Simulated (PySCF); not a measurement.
CH3FOSn, neutral, multiplicity 1. Atoms are numbered in the order given.

```xyz
7

Sn     0.2379    -0.6118     0.0000
F     -1.7150    -0.3004     0.0000
O      0.7235     1.3258     0.0000
C     -0.1708     2.4162     0.0000
H      0.0024     3.0481    -0.8909
H      0.0024     3.0481     0.8909
H     -1.2273     2.0953     0.0000
```
Charge 0, spin multiplicity 1.

Geometry optimised at B3LYP-D3(BJ)/def2-SVP. The def2 effective core potentials stand for the cores of Sn; spin–orbit coupling is left out. One conformer was computed; it need not be the lowest.

Computed with B3LYP-D3(BJ)/def2-SVP (PySCF).

Frequencies are harmonic and unscaled.

| mode | ν (cm⁻¹) | IR (km/mol) | moving atoms (share of kinetic energy) |
|---|---|---|---|
| 1 | 125 | 0.4 | H 95 % |
| 2 | 150 | 17.6 | O 55 %, H 19 %, C 13 % |
| 3 | 157 | 10.2 | F 56 %, C 28 %, H 13 % |
| 4 | 269 | 7.3 | O 38 %, C 23 %, H 14 %, Sn 13 %, F 11 % |
| 5 | 528 | 68.8 | O 64 %, Sn 15 %, C 12 % |
| 6 | 583 | 58.7 | F 84 %, Sn 14 % |
| 7 | 1101 | 223.4 | O 51 %, C 45 % |
| 8 | 1167 | 2.1 | H 77 %, C 18 % |
| 9 | 1186 | 0.2 | H 74 %, C 19 % |
| 10 | 1460 | 31.6 | H 88 %, C 10 % |
| 11 | 1468 | 3.6 | H 97 % |
| 12 | 1480 | 1.1 | H 96 % |
| 13 | 2983 | 106.1 | H 98 % |
| 14 | 3052 | 47.0 | H 90 %, C 10 % |
| 15 | 3076 | 20.1 | H 90 %, C 10 % |
